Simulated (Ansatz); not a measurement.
C3H6ClFSi, SMILES `C=CC[SiH](F)Cl`, relaxed with RKS PBE-D4/def2-SVP in Ansatz from a rough embedded geometry. The force threshold is 0.03 eV/Å; the program also tests the step.

Total charge 0; spin multiplicity 1.

Start:

```xyz
12

C    -2.166    0.052   -0.097
C    -0.935   -0.114   -0.619
C     0.213   -0.629    0.166
Si    1.771    0.409    0.354
F     2.825   -0.287    1.217
Cl    2.527    0.823   -1.526
H    -2.936    0.468   -0.739
H    -2.355   -0.088    0.936
H    -0.757    0.082   -1.635
H     0.534   -1.597   -0.243
H    -0.121   -0.888    1.221
H     1.400    1.768    0.966
```

```csv
step,energy (eV),largest force (eV/Å),largest move (Å)
1,-26301.3023,5.068,0.000
2,-26301.6097,2.351,0.111
3,-26301.6824,1.054,0.168
4,-26301.7291,0.350,0.046
5,-26301.7355,0.112,0.086
6,-26301.7379,0.069,0.033
7,-26301.7389,0.066,0.028
8,-26301.7403,0.120,0.084
9,-26301.7408,0.087,0.021
10,-26301.7412,0.025,0.041
```

End:

```xyz
12

C    -2.076    0.208   -0.121
C    -0.904   -0.235   -0.612
C     0.229   -0.784    0.207
Si    1.630    0.460    0.355
F     2.881   -0.231    1.154
Cl    2.296    0.975   -1.541
H    -2.847    0.633   -0.782
H    -2.307    0.163    0.957
H    -0.713   -0.155   -1.697
H     0.657   -1.705   -0.246
H    -0.096   -1.037    1.240
H     1.250    1.708    1.086
```

Run time 20 s (2 threads of an AMD EPYC 7R13 on a shared host); peak host memory 0.22 GiB.
